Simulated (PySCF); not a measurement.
The numbers below are computed, except where a source is named.
**Si2H3OF2**

Si2H3OF2 is a small molecule (built as: Si site whose three back bonds go to OSiH3, F, F), neutral, doublet. The structure, one conformer, was relaxed in the gas phase by PBE0-D3(BJ)/def2-SVP. No frequency run checks that it is a minimum.

SMILES: F[Si](F)O[SiH3]

```csv
atom,x (Å),y (Å),z (Å)
Si1,1.564,-1.001,-0.452
O2,0.039,-0.444,-0.538
Si3,-1.203,0.526,0.021
F4,1.795,-1.719,0.978
F5,2.598,0.240,-0.498
H6,-1.513,0.169,1.435
H7,-2.391,0.284,-0.842
H8,-0.790,1.956,-0.062
```

EPR values by unrestricted B3LYP, IGLO-III on F O Si, pcH-1 on H.

Task: Predict g and the largest hyperfine couplings. Where does the spin sit?

Result: g = 2.0001, 2.0004, 2.0018. The spin sits on Si1 (91 %, bonded to 2 F + 1 O) by Mulliken populations.
```
atom  isotope  isotropic (MHz)  dipolar, principal values (MHz)
 Si1     29Si          -1408.5               -112.8, 56.3, 56.5
  F4      19F            355.2            -136.1, -130.5, 266.7
  F5      19F            354.8            -136.0, -130.3, 266.3
  O2      17O           -116.1                  -16.6, 7.7, 8.8
 Si3     29Si            -18.3                   -7.2, 3.6, 3.7
  H6       1H              3.2                  -1.2, -0.7, 1.9
```

Task: How do the isotropic couplings move with BHandHLYP?

Result: Si1 -1408.5 to -1437.1 MHz, F4 355.2 to 378.3 MHz, F5 354.8 to 378.1 MHz, O2 -116.1 to -112.8 MHz.
